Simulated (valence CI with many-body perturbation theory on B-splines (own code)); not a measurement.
# Energy levels of W XLIII

Calculated by configuration interaction combined with many-body perturbation theory (CI+MBPT): four valence electrons over a frozen Dirac-Fock core [Ar] 3d10, radial functions for each j: 11 s, 11 p, 10 d, 8 f, 5 g, 2 h, with the one-electron correlation potential Σ1, the two-electron term Σ2, the three-electron term Σ3, Breit, model QED; selected CI, second order for the rest, scaled by the run's own slope (own B-spline code, finite nucleus).

No measured spectrum was set against this ion. As an estimate, large intervals hold to a few tenths of a per cent, small ones and those within an open d or f shell to about a per cent. Among the levels kept, up to 380 cm⁻¹ of a level comes from second order outside the variational space, and about a tenth of that is noise between levels of different J, which matters for small intervals.

Levels 91 to 135 of 188, with energies above the lowest level, (4s^2 4p1/2^2) J=0. "Leading %" is the weight of the configuration and term that name the level; weights of strongly mixed levels are sums over their largest components and can fall short, so below about 35 % the name and the second component can differ from the true leading terms, or belong to a minority configuration. In the jj column 3d3/2^4 stands for four electrons in 3d with j = 3/2. Lifetimes count E1, E2, E3, M1 and M2 decay at the calculated energies, and are blank where another channel may lead or the interval is too uncertain; long ones can be off by a factor of two.

```tsv
No.	Configuration	Term	J	E (eV)	Leading %	Second component	Lifetime	Leading jj
91	4s4p²4f	³F°	4	546.91	33	21 % 4s4p²4f ⁵D°	6.96 ps	4s 4p1/2^2 4f7/2 (92 %)
92	4s²4p4f	³D	3	547.38	21	19 % 4s²4p4f ³F	1.34 ps	4s^2 4p3/2 4f7/2 (41 %)
93	4s²4d²	³P	2	547.74	42	17 % 4s²4p4f ¹D	1.73 ps	4s^2 4d5/2^2 (44 %)
94	4p³4d	³D°	1	549.05	30	27 % 4p³4d ³P°	2.21 ps	4p1/2^2 4p3/2 4d3/2 (93 %)
95	4s4p²4d	³F	4	553.23	25	23 % 4s²4p4f ¹G	3.63 ps	4s 4p3/2^2 4d5/2 (42 %)
96	4s4p²4d	³P	1	554.09	31	20 % 4s4p²4d ³D	577 fs	4s 4p3/2^2 4d3/2 (76 %)
97	4s4p²4d	³D	2	554.90	22	19 % 4s²4p4f ¹D	1.18 ps	4s 4p3/2^2 4d3/2 (35 %)
98	4s²4p4f	³G	5	555.43	54	25 % 4s4p²4d ³G	1.89 ps	4s^2 4p3/2 4f7/2 (54 %)
99	4p³4d	⁵D°	3	556.34	15	13 % 4p³4d ³F°	1.91 ps	4p1/2^2 4p3/2 4d3/2 (37 %)
100	4s4p²4d	³P	0	558.93	61	11 % 4s4p²4d ¹S	562 fs	4s 4p3/2^2 4d3/2 (76 %)
101	4s²4d²	³F	4	559.08	19	16 % 4s²4p4f ³G	599 fs	4s 4p3/2^2 4d3/2 (32 %)
102	4s4p²4d	³P	1	563.75	32	27 % 4s4p²4d ¹P	1.23 ps	4s 4p3/2^2 4d5/2 (89 %)
103	4s²4p4f	¹D	2	564.71	15	13 % 4s4p²4d ¹D	897 fs	4s 4p3/2^2 4d3/2 (44 %)
104	4s4p²4d	³D	3	564.75	43	15 % 4s4p²4d ¹F	1.62 ps	4s 4p3/2^2 4d5/2 (85 %)
105	4p³4d	³F°	4	566.67	43	24 % 4p³4d ⁵D°	2.42 ps	4p1/2^2 4p3/2 4d5/2 (89 %)
106	4s²4d²	³F	4	566.71	21	20 % 4s4p²4d ³F	957 fs	4s 4p3/2^2 4d5/2 (38 %)
107	4s4p²4d	³D	1	567.64	43	23 % 4s²4p4f ³D	496 fs	4s 4p3/2^2 4d3/2 (72 %)
108	4s4p²4d	³F	3	568.06	26	17 % 4s4p²4d ¹F	463 fs	4s 4p3/2^2 4d3/2 (67 %)
109	4s4p²4d	³F	2	568.53	23	17 % 4s4p²4d ³D	401 fs	4s 4p3/2^2 4d3/2 (72 %)
110	4p³4d	³D°	2	570.14	34	21 % 4p³4d ³P°	1.95 ps	4p1/2^2 4p3/2 4d5/2 (89 %)
111	4s4p²4d	³D	3	570.50	73	9 % 4s4p²4d ¹F	1.16 ps	4s 4p3/2^2 4d5/2 (93 %)
112	4s²4d²	¹S	0	573.55	53	18 % 4s²4d² ³P	931 fs	4s^2 4d5/2^2 (70 %)
113	4s4p²4d	³F	4	577.35	38	17 % 4s4p²4d ¹G	701 fs	4s 4p3/2^2 4d5/2 (65 %)
114	4s4p²4d	¹D	2	578.37	43	17 % 4s4p²4d ³D	1.11 ps	4s 4p3/2^2 4d5/2 (75 %)
115	4s4p²4d	¹D	2	581.86	18	14 % 4s4p²4d ³D	818 fs	4s 4p3/2^2 4d5/2 (81 %)
116	4p³4d	³D°	3	582.25	18	17 % 4p³4d ¹F°	1.33 ps	4p1/2^2 4p3/2 4d5/2 (69 %)
117	4p³4d	³D°	1	583.30	37	26 % 4p³4d ³P°	1.69 ps	4p1/2^2 4p3/2 4d5/2 (88 %)
118	4s4p4d²	⁵G°	2	583.62	63	26 % 4s4p4d² ³F°	1.93 ps	4s 4p1/2 4d3/2^2 (90 %)
119	4s4p²4d	³D	3	585.64	39	24 % 4s4p²4d ¹F	601 fs	4s 4p3/2^2 4d5/2 (77 %)
120	4s4p²4d	³P	1	587.00	36	34 % 4s4p²4d ¹P	647 fs	4s 4p3/2^2 4d5/2 (89 %)
121	4s4p4d²	⁵G°	3	591.11	40	19 % 4s4p4d² ³F°	2.01 ps	4s 4p1/2 4d3/2^2 (81 %)
122	4s4p²4d	¹D	2	595.87	44	18 % 4s4p²4d ³P	528 fs	4s 4p3/2^2 4d5/2 (82 %)
123	4s4p4d²	⁵D°	0	599.48	60	32 % 4s4p4d² ³P°	935 fs	4s 4p1/2 4d3/2^2 (86 %)
124	4s4p4d²	⁵D°	1	604.81	35	16 % 4s4p4d² ⁵F°	865 fs	4s 4p1/2 4d3/2^2 (78 %)
125	4s4p4d²	⁵F°	1	605.37	34	21 % 4s4p4d² ³D°	619 fs	4s 4p1/2 4d3/2^2 (90 %)
126	4s4p4d²	⁵F°	2	606.34	31	22 % 4s4p4d² ³D°	986 fs	4s 4p1/2 4d3/2 4d5/2 (52 %)
127	4s4p4d²	⁵G°	3	606.36	21	14 % 4s4p4d² ⁵F°	3.70 ps	4s 4p1/2 4d3/2 4d5/2 (76 %)
128	4s4p4d²	⁵G°	4	607.31	36	11 % 4s4p4d² ³H°	6.24 ps	4s 4p1/2 4d3/2 4d5/2 (81 %)
129	4s4p4d²	³D°	2	609.78	21	15 % 4s4p4d² ⁵D°	800 fs	4s 4p1/2 4d3/2^2 (46 %)
130	4s4p4d²	⁵P°	1	610.94	42	25 % 4s4p4d² ⁵D°	1.93 ps	4s 4p1/2 4d3/2 4d5/2 (88 %)
131	4p⁴	³P	0	612.76	46	28 % 4p⁴ ¹S	413 fs	4p3/2^4 (74 %)
132	4s4p4d²	³H°	5	613.94	23	19 % 4s4p4d² ³G°	8.59 ps	4s 4p1/2 4d3/2 4d5/2 (76 %)
133	4s4p4d²	³H°	4	615.42	32	11 % 4s4p4d² ⁵G°	5.12 ps	4s 4p1/2 4d3/2 4d5/2 (73 %)
134	4s4p4d²	³G°	3	617.80	26	8 % 4s4p4d² ⁵D°	2.80 ps	4s 4p1/2 4d3/2 4d5/2 (72 %)
135	4s4p4d²	⁵D°	2	617.82	18	9 % 4s4p4d² ³D°	3.04 ps	4s 4p1/2 4d3/2 4d5/2 (65 %)
```

Where two levels of one J and parity lie close, their mixing, g and order are uncertain.
